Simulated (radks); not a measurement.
The platinum anion Pt2-, [Hg], held by a Watson sphere: a shell of charge +2 at radius R that stands for the Madelung well of a crystal (potential energy -2/R inside, -2/r outside, in hartree with lengths in bohr). Calculated with a radial shooting solver on a logarithmic mesh with Libxc functionals: scalar-relativistic Kohn-Sham, r2SCAN, spin-polarised, spherical densities, finite nucleus; meta-GGA in the generalised Kohn-Sham scheme; Fermi nuclear charge, rms radius of each element as measured or else 0.836 A^(1/3) + 0.57 fm.

R (bohr)  e(5p) (eV)  e(6s) (eV)  e(5d) (eV)  <r> 5d (bohr)  sum of <r^2> (bohr^2)  X-ray form factor at sin(theta)/lambda = 0.1 1/angstrom
3.39         -55.309      -6.312      -4.866          1.848                  84.63                                                   74.871
4.91         -53.487      -4.240      -2.759          1.913                  97.85                                                   74.545
5.47         -52.996      -3.658      -2.225          1.929                  102.7                                                   74.472
5.73         -52.797      -3.420      -2.011          1.936                  105.0                                                   74.444
5.86         -52.704      -3.308      -1.911          1.940                  106.2                                                   74.432
6            -52.608      -3.192      -1.809          1.943                  107.5                                                   74.419
